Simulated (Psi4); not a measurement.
O$_{2}$S, charge +1, doublet, at a GFN2-xTB geometry (a state made from the parent by changing its charge; the spin is typed, not shown lowest); B3LYP/def2-SVP (Psi4).

Input for Psi4:
```
memory 2 GB

molecule mol {
1 2
  S     0.011647   -0.003457    0.315727
  O    -0.031562    1.262969   -0.301200
  O     0.008268   -1.256054   -0.330254
}

set basis def2-svp
set reference uks

energy('b3lyp')
print_variables()
```

Question: What does Psi4 print? Leave out banner, timings and long lists.

Answer: 
```
   => Loading Basis Set <=

    Name: DEF2-SVP
    Role: ORBITAL
    Keyword: BASIS

         ---------------------------------------------------------
                                   SCF
               by Justin Turney, Rob Parrish, Andy Simmonett
                          and Daniel G. A. Smith
                              UKS Reference
         ---------------------------------------------------------

  ==> Geometry <==

    Molecular point group: cs
    Full point group: Cs

    Geometry (in Angstrom), charge = 1, multiplicity = 2:

       Center              X                  Y                   Z               Mass
    ------------   -----------------  -----------------  -----------------  -----------------
         S           -0.316029464282    -0.003458664966     0.000000000000    31.972071174400
         O            0.302067431855     1.263134000997     0.000000000000    15.994914619570
         O            0.329640630711    -1.256220510986     0.000000000000    15.994914619570

  Running in cs symmetry.

  Rotational constants: A =      2.64003  B =      0.33206  C =      0.29496 [cm^-1]
  Rotational constants: A =  79146.15610  B =   9954.84915  C =   8842.63923 [MHz]
  Nuclear repulsion =  109.563112548122831

  Charge       = 1
  Multiplicity = 2
  Electrons    = 31
  Nalpha       = 16
  Nbeta        = 15

  ==> Algorithm <==

  SCF Algorithm Type is DF.
  DIIS enabled.
  MOM disabled.
  Fractional occupation disabled.
  Guess Type is SAD.
  Energy threshold   = 1.00e-06
  Density threshold  = 1.00e-06
  Integral threshold = 1.00e-12

  ==> Primary Basis <==

  Basis Set: DEF2-SVP
    Blend: DEF2-SVP
    Number of shells: 20
    Number of basis functions: 46
    Number of Cartesian functions: 49
    Spherical Harmonics?: true
    Max angular momentum: 2

  ==> DFT Potential <==

   => LibXC <=

    Version 7.1.2
    S. Lehtola, C. Steigemann, M. J. T. Oliveira, and M. A. L. Marques,  SoftwareX 7, 1–5 (2018) (10.1016/j.softx.2017.11.002)

   => Composite Functional: B3LYP <=

    B3LYP Hyb-GGA Exchange-Correlation Functional

    P. J. Stephens, F. J. Devlin, C. F. Chabalowski, and M. J. Frisch,  J. Phys. Chem. 98, 11623 (1994) (10.1021/j100096a001)

    Deriv               =              1
    GGA                 =           TRUE
    Meta                =          FALSE

    Exchange Hybrid     =           TRUE
    MP2 Hybrid          =          FALSE

   => Exchange Functionals <=

    0.0800   Slater exchange
[...]

   @Spin Contamination Metric:   5.990478217E-03
   @S^2 Expected:                7.500000000E-01
   @S^2 Observed:                7.559904782E-01
   @S   Expected:                5.000000000E-01
   @S   Observed:                5.000000000E-01

    Orbital Energies [Eh]
    ---------------------

    Alpha Occupied:

[...]
      13Ap    -0.689318

    Alpha Virtual:

[...]
    Beta Occupied:

[...]
    Beta Virtual:

[...]
      33Ap     3.057845

    Final Occupation by Irrep:
             Ap   App
    DOCC [    12,    3 ]
    SOCC [     1,    0 ]
    NA   [    13,    3 ]
    NB   [    12,    3 ]

  @DF-UKS Final Energy:  -547.90639254383382

   => Energetics <=

    Nuclear Repulsion Energy =            109.5631125481228310
    One-Electron Energy =                -961.4946152642162360
    Two-Electron Energy =                 338.3207460849407084
    DFT Exchange-Correlation Energy =     -34.2956359126811350
    Empirical Dispersion Energy =           0.0000000000000000
    VV10 Nonlocal Energy =                  0.0000000000000000
    Total Energy =                       -547.9063925438339311

  UHF NO Occupations:
  HONO-2 :   11 Ap 1.9994703
  HONO-1 :   12 Ap 1.9977776
  HONO-0 :   13 Ap 1.0000000
  LUNO+0 :   14 Ap 0.0022224
  LUNO+1 :   15 Ap 0.0005297
  LUNO+2 :   16 Ap 0.0000723
  LUNO+3 :    4App 0.0000671

Computation Completed

Properties will be evaluated at   0.000000,   0.000000,   0.000000 [a0]

Properties computed using the SCF density matrix

 Multipole Moments:

 ------------------------------------------------------------------------------------
     Multipole            Electronic (a.u.)      Nuclear  (a.u.)        Total (a.u.)
 ------------------------------------------------------------------------------------

 L = 1.  Multiply by 2.5417464519 to convert [e a0] to [Debye]
 Dipole X            :         -0.5987558           -0.0053043           -0.6040602
 Dipole Y            :         -0.0065528           -0.0000581           -0.0066109
 Dipole Z            :          0.0000000            0.0000000            0.0000000
 Magnitude           :                                                    0.6040963

 ------------------------------------------------------------------------------------

  Variable Map:
  ----------------------------------------------------------------------------
[...]
  Array Variable Map:
  ----------------------------------------------------------------------------
[...]
[...]
```
